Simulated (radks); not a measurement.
The numbers below are computed, except where a source is named.
Problem. Species: Nd II. Configuration: [Xe] 4f4 6s1. Level of theory: Dirac Kohn-Sham, SOGGA, spin-unpolarised, spherical densities, finite nucleus; open shells are shared between the two j in proportion to 2j + 1; Fermi nuclear charge, rms radius 4.9123 fm (a radial shooting solver on a logarithmic mesh with Libxc functionals). Some entries of the table are withheld. Estimate them.

| orbital | occ. | eigenvalue (eV) | <1/r> (bohr^-1) | <r> (bohr) |
|---|---|---|---|---|
| 1s1/2 | 2 | -43343.86 | (1) | 0.02364 |
| 2s1/2 | 2 | -7012.720 | 15.63 | 0.1005 |
| 2p1/2 | 2 | -6635.977 | 15.61 | (2) |
| 2p3/2 | 4 | -6116.262 | 14.03 | (3) |
| 3s1/2 | 2 | -1525.718 | 5.661 | 0.2661 |
| 3p1/2 | 2 | -1364.659 | 5.576 | 0.2557 |
| 3p3/2 | 4 | -1260.924 | 5.180 | 0.2682 |
| 3d3/2 | 4 | -980.0232 | 5.051 | 0.2395 |
| 3d5/2 | 6 | -957.5914 | 4.951 | 0.2434 |
| 4s1/2 | 2 | -307.8623 | 2.353 | (4) |
| 4p1/2 | 2 | -247.0759 | 2.248 | 0.6239 |
| 4p3/2 | 4 | -224.5422 | 2.115 | 0.6522 |
| 4d3/2 | 4 | -124.5803 | 1.894 | 0.7016 |
| 4d5/2 | 6 | -120.6005 | 1.861 | 0.7118 |
| 5s1/2 | 2 | -46.3165 | 0.9021 | 1.473 |
| 5p1/2 | 2 | -30.1075 | 0.7912 | 1.662 |
| 5p3/2 | 4 | -27.0641 | 0.7443 | 1.752 |
| 6s1/2 | 1 | -8.0675 | 0.3132 | (5) |
| 4f5/2 | 1.71429 | -7.8164 | 1.256 | 1.095 |
| 4f7/2 | 2.28571 | -7.4109 | 1.240 | 1.115 |
| 5d3/2 | 0 | -7.3451 | 0.4609 | 2.828 |
| 5d5/2 | 0 | -7.1324 | 0.4505 | 2.890 |
| 6p1/2 | 0 | -5.3177 | 0.2516 | 4.961 |
| 6p3/2 | 0 | -5.0309 | 0.2407 | 5.175 |

Solution. 
(1) 1s1/2 <1/r> (bohr^-1): 66.02
(2) 2p1/2 <r> (bohr): 0.08423
(3) 2p3/2 <r> (bohr): 0.09065
(4) 4s1/2 <r> (bohr): 0.6075
(5) 6s1/2 <r> (bohr): 4.024
